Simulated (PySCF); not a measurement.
Ligand exchange on a metal centre used in film growth or etching (Hf F-NH2). All species are isolated molecules in the gas phase. One relaxed conformer stands for each flexible species; it need not be the lowest.

The HOMO–LUMO gap from two functionals at the same geometries (r2SCAN-D4/def2-SVP), both in PySCF: PBE-D3(BJ)/def2-TZVP and B3LYP-D3(BJ)/def2-TZVP. B3LYP has the VWN-RPA correlation part, as in Gaussian. 

```csv
species,PBE-D3(BJ)/def2-TZVP (eV)
0 of 4 F replaced by NH2,8.45
1 of 4 F replaced by NH2 ([Hf(F)3(NH2)]),5.17
2 of 4 F replaced by NH2 ([Hf(F)2(NH2)2]),5.09
3 of 4 F replaced by NH2 ([Hf(F)(NH2)3]),4.91
4 of 4 F replaced by NH2 ([Hf(NH2)4]),4.73
```

Problem. What does B3LYP-D3(BJ)/def2-TZVP give for each?

Solution. 
- 0 of 4 F replaced by NH2: 10.54
- 1 of 4 F replaced by NH2 ([Hf(F)3(NH2)]): 6.92
- 2 of 4 F replaced by NH2 ([Hf(F)2(NH2)2]): 6.66
- 3 of 4 F replaced by NH2 ([Hf(F)(NH2)3]): 6.44
- 4 of 4 F replaced by NH2 ([Hf(NH2)4]): 6.27
Over these rows, drawn at random from the members with no instability flagged (it was tested for open shells, ions and some series alone), PBE minus B3LYP-D3(BJ): mean -1.70 eV, from -2.09 eV to -1.54 eV.
